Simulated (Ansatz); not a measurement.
`[NH2][Al]([AlH2])[GaH2]`, 10 atoms. The species carries charge 0 and has multiplicity 1. Correlated methods include outer-core shells of Ga, which these sets cover unevenly. Scalar relativity is left out up to krypton. All runs use 4 threads of an Arm Neoverse V1 on a shared host. Correlated methods freeze the cores.

How many basis functions does each run have, and how long does it take in Ansatz? RHF-MP2/def2-QZVPP energy; RKS SPW92 (LDA)/def2-TZVPP energy; RKS B97M-V/def2-TZVPP energy; RKS ωB97X-V/def2-TZVPP energy; RKS CAM-B3LYP-D4/def2-TZVPP energy; direct RPA on PBE orbitals/def2-TZVPP energy; RKS ωB97M-V/def2-SVP energy; RKS PBE0-D4/def2-TZVP frequencies; RKS PBE0-D4/def2-QZVPP energy; RKS ωB97M-V/def2-QZVPP energy; RHF-CCSD(T)/def2-TZVPP energy; RKS PBE0-D4/def2-SVP energy. (An estimate is asked.)

The calculation gave: Other jobs shared the machine, so times are rough.

```
                                level          job  functions  wall time  peak host memory (GiB)
                 RKS PBE0-D4/def2-SVP       energy        112      1.4 s                    0.24
           RKS SPW92 (LDA)/def2-TZVPP       energy        247      1.4 s                    0.33
          RKS CAM-B3LYP-D4/def2-TZVPP       energy        247      4.4 s                    0.79
direct RPA on PBE orbitals/def2-TZVPP       energy        247        6 s                    0.58
                 RKS ωB97M-V/def2-SVP       energy        112        7 s                    0.38
                RKS B97M-V/def2-TZVPP       energy        247        9 s                    0.42
               RKS ωB97X-V/def2-TZVPP       energy        247      9.5 s                    0.85
               RKS PBE0-D4/def2-QZVPP       energy        466       11 s                     1.9
                   RHF-MP2/def2-QZVPP       energy        466       23 s                     2.5
               RKS ωB97M-V/def2-QZVPP       energy        466       25 s                     2.3
               RHF-CCSD(T)/def2-TZVPP       energy        247      2 min                     4.5
                RKS PBE0-D4/def2-TZVP  frequencies        189    2.4 min                    0.54
```
